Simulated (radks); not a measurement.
Q: Rh I, 45 electrons, occupied as [Kr] 4d7 5s1 6s1 (not the ground configuration). Method: Dirac Kohn-Sham, PBE, spin-unpolarised, spherical densities, finite nucleus; open shells fill j = l - 1/2 first; Fermi nuclear charge, rms radius 4.4945 fm; computed with a radial shooting solver on a logarithmic mesh with Libxc functionals. Some entries of the table are withheld. Estimate them.

orbital,occ.,eigenvalue (eV),<r> (bohr)
1s1/2,2,-23033.48,0.03263
2s1/2,2,-3345.589,0.1416
2p1/2,2,-3098.198,0.1203
2p3/2,4,-2953.585,0.1252
3s1/2,2,-604.6134,(1)
3p1/2,2,-507.7879,0.3830
3p3/2,4,-482.9083,0.3938
3d3/2,4,-311.5136,(2)
3d5/2,6,-306.6069,(3)
4s1/2,2,-90.4588,0.9778
4p1/2,2,-60.9823,1.055
4p3/2,4,-57.0463,1.086
4d3/2,4,-13.2960,1.471
4d5/2,3,-12.8642,1.490
5s1/2,1,(4),2.895
5p1/2,0,(5),(6)
5p3/2,0,(7),(8)
6s1/2,1,-1.4839,8.502
5d3/2,0,-0.5588,(9)
5d5/2,0,-0.5549,(10)

A: 
(1) 3s1/2 <r> (bohr): 0.3904
(2) 3d3/2 <r> (bohr): 0.3683
(3) 3d5/2 <r> (bohr): 0.3718
(4) 5s1/2 eigenvalue (eV): -8.6156
(5) 5p1/2 eigenvalue (eV): -3.9693
(6) 5p1/2 <r> (bohr): 3.852
(7) 5p3/2 eigenvalue (eV): -3.7338
(8) 5p3/2 <r> (bohr): 4.001
(9) 5d3/2 <r> (bohr): 9.582
(10) 5d5/2 <r> (bohr): 9.617
